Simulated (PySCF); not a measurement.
Isomers of C5H13NOSi, mass 131.077 u with the commonest isotopes. Theory: PBE0/pcSseg-1 in PySCF (dipole) on a GFN2-xTB geometry, gas phase. One conformer each, none proved a minimum here; rigid rotors.

**Question.** Order these by out-of-plane moment Σ m c² = (Ia + Ib − Ic)/2, smallest first.
A. `[CH3:1][CH2:2][CH2:3][NH:4][SiH2:5][C:6]([CH3:7])=[O:8]` with C1–C2–C3–N4 -178°, C2–C3–N4–Si5 88°, C3–N4–Si5–C6 -173°, N4–Si5–C6–C7 -168°
B. `[CH3:1][NH:2][C:3](=[O:4])[CH2:5][CH2:6][CH2:7][SiH3:8]` with C1–N2–C3–O4 -2°, N2–C3–C5–C6 -106°, C3–C5–C6–C7 64°, C5–C6–C7–Si8 64°
C. `[CH3:1][CH2:2][C@@H:3]1[CH2:4][CH2:5][Si@@H:6]([OH:7])[NH:8]1` with C1–C2–C3–C4 -168°, C5–Si6–O7–H 54°, C2–C3–C4–C5 -151°, C3–C4–C5–Si6 40°, C4–C5–Si6–O7 -151°, C5–Si6–N8–C3 20°
D. `[CH3:1][C@H:2]([CH2:3][NH2:4])[C:5](=[O:6])[CH2:7][SiH3:8]` with C1–C2–C3–N4 169°, C2–C3–N4–H -62° and 56°, C1–C2–C5–O6 -158°, C2–C5–C7–Si8 167°
E. `[CH2:1]=[CH:2][Si@H:3]([OH:4])[N:5]([CH3:6])[CH2:7][CH3:8]` with C1–C2–Si3–O4 -153°, C2–Si3–O4–H 53°, C2–Si3–N5–C6 156°, Si3–N5–C7–C8 -82°

**Answer.** C (24.18 u·Å²), A (30.94 u·Å²), E (33.46 u·Å²), B (41.94 u·Å²), D (46.34 u·Å²).

**Question.** Order these by rotational constant C, largest first.
A. `[CH3:1][CH2:2][CH2:3][NH:4][SiH2:5][C:6]([CH3:7])=[O:8]` with C1–C2–C3–N4 -178°, C2–C3–N4–Si5 88°, C3–N4–Si5–C6 -173°, N4–Si5–C6–C7 -168°
B. `[CH3:1][C@H:2]([CH2:3][NH2:4])[C:5](=[O:6])[CH2:7][SiH3:8]` with C1–C2–C3–N4 169°, C2–C3–N4–H -62° and 56°, C1–C2–C5–O6 -158°, C2–C5–C7–Si8 167°
C. `[CH2:1]=[CH:2][Si@H:3]([OH:4])[N:5]([CH3:6])[CH2:7][CH3:8]` with C1–C2–Si3–O4 -153°, C2–Si3–O4–H 53°, C2–Si3–N5–C6 156°, Si3–N5–C7–C8 -82°
D. `[CH3:1][NH:2][C:3](=[O:4])[CH2:5][CH2:6][CH2:7][SiH3:8]` with C1–N2–C3–O4 -2°, N2–C3–C5–C6 -106°, C3–C5–C6–C7 64°, C5–C6–C7–Si8 64°
E. `[CH3:1][O:2][SiH2:3][NH:4][CH:5]1[CH2:6][CH2:7][CH2:8]1` with C1–O2–Si3–N4 170°, O2–Si3–N4–C5 165°, Si3–N4–C5–C6 36°, N4–C5–C6–C7 -131°, C5–C6–C7–C8 10°, C6–C7–C8–C5 -10°, N4–C5–C8–C7 130°

**Answer.** C (928.1 MHz), B (842.5 MHz), D (802.4 MHz), E (743.1 MHz), A (596.0 MHz).

**Question.** Order these by radius of gyration √(Σ m r²/M), largest first.
A. `[CH3:1][C@H:2]([CH2:3][NH2:4])[C:5](=[O:6])[CH2:7][SiH3:8]` with C1–C2–C3–N4 169°, C2–C3–N4–H -62° and 56°, C1–C2–C5–O6 -158°, C2–C5–C7–Si8 167°
B. `[CH3:1][CH2:2][CH2:3][NH:4][SiH2:5][C:6]([CH3:7])=[O:8]` with C1–C2–C3–N4 -178°, C2–C3–N4–Si5 88°, C3–N4–Si5–C6 -173°, N4–Si5–C6–C7 -168°
C. `[CH2:1]=[CH:2][Si@H:3]([OH:4])[N:5]([CH3:6])[CH2:7][CH3:8]` with C1–C2–Si3–O4 -153°, C2–Si3–O4–H 53°, C2–Si3–N5–C6 156°, Si3–N5–C7–C8 -82°
D. `[CH3:1][O:2][SiH2:3][NH:4][CH:5]1[CH2:6][CH2:7][CH2:8]1` with C1–O2–Si3–N4 170°, O2–Si3–N4–C5 165°, Si3–N4–C5–C6 36°, N4–C5–C6–C7 -131°, C5–C6–C7–C8 10°, C6–C7–C8–C5 -10°, N4–C5–C8–C7 130°
E. `[CH3:1][NH:2][C:3](=[O:4])[CH2:5][CH2:6][CH2:7][SiH3:8]` with C1–N2–C3–O4 -2°, N2–C3–C5–C6 -106°, C3–C5–C6–C7 64°, C5–C6–C7–Si8 64°
F. `[CH3:1][CH2:2][C@@H:3]1[CH2:4][CH2:5][Si@@H:6]([OH:7])[NH:8]1` with C1–C2–C3–C4 -168°, C5–Si6–O7–H 54°, C2–C3–C4–C5 -151°, C3–C4–C5–Si6 40°, C4–C5–Si6–O7 -151°, C5–Si6–N8–C3 20°

**Answer.** B (2.589 Å), D (2.347 Å), E (2.264 Å), A (2.220 Å), F (2.171 Å), C (2.100 Å).

```csv
SMILES,point group,Ia (u·Å²),Ib (u·Å²),Ic (u·Å²),κ,μa (D),μb (D),μc (D)
C[C@H](CN)C(=O)C[SiH3],C1,199.77,492.79,599.88,-0.78,1.13,2.73,0.16
CNC(=O)CCC[SiH3],C1,206.93,506.77,629.82,-0.76,1.86,2.13,0.91
CO[SiH2]NC1CCC1,C1,97.63,666.64,680.05,-0.99,0.08,0.06,0.33
CCCN[SiH2]C(C)=O,C1,104.67,805.18,847.98,-0.99,0.50,1.68,0.36
CC[C@@H]1CC[Si@@H](O)N1,C1,157.02,485.14,593.81,-0.84,1.41,0.21,1.25
C=C[Si@H](O)N(C)CC,C1,265.52,345.97,544.56,0.09,0.76,0.55,0.13
```
